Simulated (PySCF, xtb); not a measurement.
Al(All)(Cl)(OH) (C₃H₆AlClO), SMILES C([CH2][Al]([Cl])[OH])=C. Other conformers were not sampled.

Harmonic wavenumbers (cm⁻¹) from GFN2-xTB run with xtb at its own minimum, in rising order: 32, 52, 91, 156, 188, 226, 360, 396, 449, 469, 587, 628, 681, 871, 893, 944, 1007, 1015, 1087, 1166, 1294, 1404, 1438, 1689, 2922, 2935, 3038, 3094, 3126, 3774.

Q: What does PBE-D3(BJ)/def2-SVP (PySCF) give at its own minimum? (An estimate is asked for; the answer gives what the named calculation found.)

A: 37, 49, 121, 189, 197, 231, 352, 403, 446, 580, 610, 689, 704, 863, 865, 911, 969, 991, 1011, 1154, 1269, 1357, 1385, 1630, 3009, 3063, 3071, 3095, 3175, 3808. Paired by order, the mean absolute difference is 35 cm⁻¹ and the zero-point energies are 51.5 and 51.8 kcal/mol.
